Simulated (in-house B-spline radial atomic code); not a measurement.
Atomic self-consistent-field run: Ti VII (Ti6+). Method: scalar-relativistic (X2C) OLYP, spin-polarised, spherical fractional occupations, Fermi nucleus of rms radius 3.5921 fm. Calculated with an all-electron radial atomic-structure program (B-spline basis).

Command:
```bash
python run_scf.py task.json out
```
Settings (nuclear radius in fm, mass in u):
```
Z                22
configuration    [Ne] 3s2 3p4
hamiltonian      x2c
method           optx,lyp
spin_polarised   True
nucleus          fermi
rms_radius       3.5921
atomic_mass      47.94794
speed_of_light   137.035999084
```

Output (hartree, bohr):
```
 radial grid: 66 intervals, B-splines of order 8, outer radius 10.2985 bohr

 iter        energy (Eh)    residual
    1        -838.594575    4.80e-01
    2        -842.048010    1.70e-01
    3        -842.351855    5.67e-02
    4        -842.389829    1.91e-02
    5        -842.394501    6.53e-03
    6        -842.395019    1.07e-04
    7        -842.395019    1.42e-05
    8        -842.395019    5.91e-07
    9        -842.395019    8.68e-08

 total energy                      -842.39502
 kinetic                             850.7450
 electron-nucleus                  -1941.2435
 Hartree                             287.4381
 exchange-correlation                -39.3347

 orbital      occ     eigenvalue          <r>       <r^2>       <1/r>       r_max
 1s up      1.000      -182.8974    0.0693386  0.00647934     22.0143     0.04527
 1s down    1.000      -182.8639    0.0693253  0.00647685     22.0179     0.04526
 2s up      1.000       -23.7905       0.3236    0.123859     4.59514      0.2684
 2s down    1.000       -23.7669     0.323285    0.123526     4.59581      0.2686
 2p up      3.000       -20.4089     0.288532    0.102617     4.46724      0.2191
 2p down    3.000       -20.3677     0.288397    0.102424     4.46619      0.2194
 3s up      1.000        -5.8709     0.931271    0.988778     1.51973       0.838
 3s down    1.000        -5.7059     0.937435     1.00316     1.50833      0.8402
 3p up      3.000        -4.9375     0.961527     1.06828     1.42027      0.8517
 3p down    1.000        -4.7771      0.97095     1.09148     1.40718       0.855
```

Run time, properties included: 0.11 s on 1 thread of Intel(R) Xeon(R) 6975P-C (shared host).
